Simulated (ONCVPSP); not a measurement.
## Sn: one change to an ONCV potential, before and after

```json
{
  "Element": "tin",
  "Generator": "ONCVPSP 4.0.1",
  "Type": "optimised norm-conserving Vanderbilt (ONCV)",
  "Functional": "LDA (Perdew-Wang 92)",
  "Relativity": "scalar-relativistic",
  "Frozen core": "[Kr]",
  "Valence charge": "14",
  "Reference configuration": "4d10 5s2 5p1.5 (charge +0.5)",
  "Partial waves": "5s: rc 1.60 bohr, ncon 3, nbas 6, qcut 4.8 1/bohr, 2 projectors, debl 0.6 Ha; 5p: rc 2.30 bohr, ncon 4, nbas 9, qcut 3.9 1/bohr, 1 projector; 4d: rc 1.10 bohr, ncon 4, nbas 9, qcut 7.6 1/bohr, 2 projectors, debl 1.5 Ha; f scattering state at 0.02 Ha: rc 1.85 bohr, ncon 4, nbas 7, qcut 6.8 1/bohr, 2 projectors, debl 2.8 Ha",
  "Local potential": "polynomial inside 1.10 bohr (lpopt 5, dvloc0 -1 Ha)",
  "Core correction": "Teter function, fcfact 4.5, rcfact 1.7"
}
```

Change: d: rc 1.6.

Cutoffs: the cutoffs (Ha) at which the residual kinetic energy of the hardest occupied pseudo-wave falls to 1 and 0.1 mHa per electron; they do not see the model core or the augmentation charge, which bear on the density cutoff. Errors are all-electron minus pseudo energies relative to the spin-unpolarised reference configuration.

Q: How do hardness, ghosts and transferability respond?

A: The potential gets softer (203 Ha and 256 Ha → 28 Ha and 85 Ha); the bound ghosts move from d, p, s to p, s; the errors of the 4 common tests hardly move. A larger radius leaves more room for a smooth pseudo-wave, so fewer plane waves are needed.

| quantity | base | changed |
| --- | --- | --- |
| cutoff, loose | 203 Ha | 28 Ha |
| cutoff, tight | 256 Ha | 85 Ha |
| loose cutoff by channel | s 12 Ha, p 5.4 Ha, d 203 Ha | s 12 Ha, p 5.4 Ha, d 28 Ha |
| bound ghosts | s, p, d | s, p |
| GHOST(+) flags under 300 eV | s at 238.7 eV | s at 238.7 eV |
| error for 4d10 5s2 5p2, meV [ΔE -2.71 eV] | +0.7 | +0.7 |
| error for 4d10 5s2 5p1, meV [ΔE 4.38 eV] | -1.1 | -1.1 |
| error for 4d10 5s2 5p0, meV [ΔE 18.64 eV] | -8.2 | -7.4 |
| error for 4d9 5s2 5p3, meV [ΔE 21.65 eV] | -235 | -220 |
| s: phases at 1.63 bohr within 0.05 rad from the reference energy up to (Ha; the scan ends near 5) | to the end of the scan | to the end of the scan |
| p: phases at 2.33 bohr within 0.05 rad from the reference energy up to (Ha; the scan ends near 5) | 1.7 | 1.7 |
| f: phases at 1.88 bohr within 0.05 rad from the reference energy up to (Ha; the scan ends near 5) | to the end of the scan | to the end of the scan |
| rms error of d²Exc/dni dnj with the model core, mHa | 0.80 | 0.76 |

Changed file: The cutoffs count occupied waves only; projector 2 of the f channel, the hardest unoccupied one, needs 70 Ha at the loose tolerance. A true bound ghost makes a file unfit for plane-wave use even where its test errors are small: the radial tests pick states by their node count and pass the ghost by.
